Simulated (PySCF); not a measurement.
GaBr, optimised at PBE/def2-SVP:

```xyz
2

Ga     0.0033    -0.8807     0.8075
Br    -0.0033     0.8807    -0.8075
```

Computed with PySCF (xtb for GFN2) and rigid-rotor harmonic-oscillator thermochemistry at 1 bar. 6-31G* has spherical d functions here. All species are closed-shell singlets. B3LYP is the form with VWN-RPA correlation. Br, Ga: all electrons, no relativistic terms.

Q: List the harmonic frequencies (cm⁻¹, unscaled) at this level and at the other levels, each on its own geometry.

A: 
- PBE/def2-SVP: 263
- B3LYP/6-31G*: 254
- GFN2-xTB: 246
- HF/6-31G*: 257
- PBE0/def2-TZVP: 264
